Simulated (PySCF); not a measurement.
## Telling isomers of C5H6F2O apart by NMR

Theory: PBE0/pcSseg-1 with gauge-including orbitals, GFN2-xTB structure, in PySCF 2.14.0 with density-fitted response routines (relativity neglected, no solvent model, single conformer, one averaged value for each set of equivalent atoms).

δ = σ(ref) − σ, references computed at the same level: TMS for ¹H, ¹³C. Splittings of carbon signals by F and P are missing where no couplings were computed. Where no couplings were computed, multiplicities follow the n + 1 count of equivalent neighbours, and m marks all less simple cases (inequivalent or close neighbours, rings, F or P nearby). Shifts are as computed. Against solution values, carbons near 30 ppm lie about +3 ppm off and those near 130 ppm about +5 ppm (rms about the fit 2.1 ppm; single classes can miss by 10 ppm). Of 1328 compounds with measured shifts, 309 miss one by over three times the rms of a fit or turn the order of signals round; such compounds aren't used in these exercises. Signals without a measured value on file couldn't be tested in this way; 1H shifts scatter by 0.2 ppm about their fit, and single ones miss by 0.5 ppm.

(1) Tabulate the signals of `CC1=COCC1(F)F`, `C=C[C@@H](F)[C@@H]1O[C@@H]1F` and their relative energies.

(2) What is the quickest way to tell CC1=COCC1(F)F from C=C[C@@H](F)[C@@H]1O[C@@H]1F?

Results:

(1) 
```json
{"SMILES": "CC1=COCC1(F)F", "carbon types": "2×C 1×CH 1×CH2 1×CH3", "δC": "158.0, 139.5, 114.6, 79.9, 7.4", "δH": "6.50 (m, 1H), 4.56 (m, 2H), 2.01 (s, 3H)", "E rel. (kcal/mol)": "0.0"}
{"SMILES": "C=C[C@@H](F)[C@@H]1O[C@@H]1F", "carbon types": "4×CH 1×CH2", "δC": "140.8, 122.7, 97.5, 88.3, 57.4", "δH": "6.19 (m, 1H), 6.01 (m, 1H), 5.73 (m, 1H), 5.36 (m, 1H), 5.35 (m, 1H), 2.61 (m, 1H)", "E rel. (kcal/mol)": "33.3"}
```

Energies are electronic energies at PBE0/pcSseg-1 on these geometries, without zero-point or thermal terms, each for the one conformer computed, which needn't be the lowest.

(2) Both give the same number of carbon signals, but DEPT or the intensities differ. The first has an allylic fully substituted sp3 carbon bonded to 2 F (C) at 139.5 ppm, the second an epoxide ring carbon (CH) at 88.3 ppm. Their most deshielded carbons lie at 158.0 and 140.8 ppm.
